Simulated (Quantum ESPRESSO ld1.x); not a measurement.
The numbers below are computed, except where a source is named.
All-electron atom: Al4+ in [He] 2s1.5 2p5 3s0.5 (fractional occupations, a model configuration). Code: ld1.x of Quantum ESPRESSO 7.5. Model: scalar-relativistic Kohn-Sham, LDA (Slater exchange, Perdew-Zunger correlation), spin-polarised, spherical densities, point nucleus; open shells are filled with parallel spins first.

Normalised radial functions P(r) = r R(r), r in bohr:

r	2p up	3s down
0.01101	0.0086	0.0924
0.01388	0.0133	0.1120
0.01751	0.0207	0.1343
0.02208	0.0318	0.1588
0.02785	0.0487	0.1845
0.03512	0.0738	0.2093
0.04429	0.1107	0.2300
0.05586	0.1636	0.2418
0.07044	0.2378	0.2383
0.08884	0.3383	0.2121
0.112	0.4689	0.1557
0.1413	0.6296	0.0643
0.1782	0.8134	-0.0606
0.2247	1.0032	-0.2063
0.2834	1.1701	-0.3457
0.3574	1.2763	-0.4380
0.4507	1.2855	-0.4369
0.5684	1.1778	-0.3075
0.7168	0.9640	-0.0477
0.904	0.6887	0.2952
1.14	0.4167	0.6233
1.438	0.2054	0.8206
1.813	0.0785	0.8131
2.287	0.0217	0.6222
2.884	0.0040	0.3595
3.637	0.0004	0.1492
4.586	0.0000	0.0414
5.784	0.0000	0.0070

2p up: eigenvalue -150.04 eV, 0 radial nodes, <r> = 0.554 bohr, 90 % of the charge inside 0.921 bohr. 3s down (empty): eigenvalue -50.022 eV, 2 radial nodes at r = 0.160, 0.742 bohr, <r> = 1.78 bohr, 90 % of the charge inside 2.62 bohr.
